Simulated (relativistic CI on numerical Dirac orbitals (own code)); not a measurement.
## One change at a time: Tc27+

Base calculation: Dirac-Coulomb-Breit CI, orbitals from a KLI potential per configuration, model QED (radiative potential, 1s self-energy scaled to tabulated hydrogen-like ionisation energies), unscaled Slater integrals.

Configuration list (outside the closed core [Ne]): 3s²3p⁴, 3s3p⁵, 3s²3p³3d, 3p⁶, 3s3p⁴3d, 3p⁵3d, 3s3p³3d², 3s²3p²3d4p, 3p⁵4s, 3s²3p³4s, 3s3p³3d4s, 3p⁵4p, 3s²3p²3d², 3s²3p3d³, 3s3p²3d³, 3s²3p3d²4s, 3p⁴3d², 3p³3d³, 3p³3d²4s, 3s²3p²3d4s, 3s3p²3d²4s, 3s²3p3d4s². Double excitations out of closed p, d and f shells are left out; levels of such configurations are missing from the list, as are those of other unlisted configurations, and high levels can miss mixing partners.

Variants: (1) valence Slater integrals scaled by 0.9; (2) Breit term removed; (3) one mean potential for all configurations. Shifts of the energy above 3s²3p⁴ ³P2, in cm⁻¹, for the lowest level and the first level of each name with at least 55 % of one term (blank where a level changes its place among those of its configuration and J or its character, or is not in the variant):

```csv
Level,Base,Δ(1),Δ(2),Δ(3)
3s²3p⁴ ³P2,0,0,0,0
3s²3p⁴ ³P1,197041,+1737,+3125,+72
3s²3p⁴ ¹D2,242511,-2978,+3626,+41
3s3p⁵ ³P°2,807040,+16160,+945,+253
3s²3p³3d ⁵D°0,927112,+7906,+2303,-77
3s²3p³3d ⁵D°1,968999,+6566,+2879,+2
3s²3p³3d ⁵D°4,969746,+5930,+5610,-125
3s3p⁵ ³P°0,1016629,+14239,+3463,+223
3s²3p³3d ³D°1,1086555,+3251,+5598,-121
3s²3p³3d ¹S°0,1102507,+7415,+5779,-80
3s²3p³3d ³F°3,1115656,+5591,+6950,-109
3s²3p³3d ³D°3,1135395,+6649,+7553,-118
3s²3p³3d ³G°4,1148919,+3999,+7951,-119
3s²3p³3d ³F°4,1168679,+796,+7552,-104
3s²3p³3d ³G°5,1209378,-99,+9564,-122
3s²3p³3d ³D°2,1276391,-6098,+7135,-125
3s3p⁴3d ⁵D3,1666949,+24327,+4130,+297
3s3p⁴3d ⁵D2,1667093,+23545,+2945,+325
3s3p⁴3d ⁵D4,1685880,+24471,+5539,+262
3s3p⁴3d ⁵F5,1761141,+15779,+5802,+343
```

At this charge energies of transitions that change n are usually good to better than 1 %, and those within a shell (Δn = 0) to a few per cent.

Ionisation energy from the two ground configurations alone: base 1480.14 eV; Breit term removed 1480.97 eV. The NIST ASD value (semi-empirical) is 1479.5 eV.

LS names give the leading component of a level, which can be under half, so a name can repeat, a term be missing and a line seem to break the LS rules.
